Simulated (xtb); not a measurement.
CH₉FOSi₃, SMILES [Si@@H]([SiH3])(O[SiH2]C)F. All values are semi-empirical tight-binding results from xtb (GFN2-xTB unless named), good for trends rather than for accurate numbers. Coordinates come from a GFN2-xTB optimisation. The structure was generated by enumeration; whether it is a known compound was not checked. The values are those of a single conformer.

```yaml
orbital_gap: 4.40 eV
dipole_moment: 1.04 D
zero_point_energy: 57.8 kcal/mol
G − E(el) at 298.15 K (modified RRHO): 33.7 kcal/mol
static polarisability (D4 model): 105.6 bohr³
solvation energy, GFN2-xTB/ALPB(water): 0.2 kcal/mol
solvation energy, GFN2-xTB/ALPB(ch2cl2): -3.5 kcal/mol
```
